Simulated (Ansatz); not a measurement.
**Question.** Predict a relaxed structure of the cluster Li7Sn, charge 0, doublet, at PBE0-D4/def2-TZVP (Ansatz).

**Answer.** 
```csv
atom,x (Å),y (Å),z (Å)
Li1,0.244,1.512,0.758
Li2,1.924,0.447,-1.967
Li3,-1.800,-0.373,1.254
Li4,-0.631,1.200,3.789
Li5,0.937,-0.933,2.015
Li6,-1.052,0.787,-2.263
Li7,0.262,-1.767,-3.054
Sn8,0.115,-0.874,-0.531
```
 This is one stationary point.

In the def2 sets Sn takes a core potential; there is no spin–orbit coupling. The relaxation made no stability test and no search for a lower SCF solution. The structure comes from a short search, and lower isomers may exist.
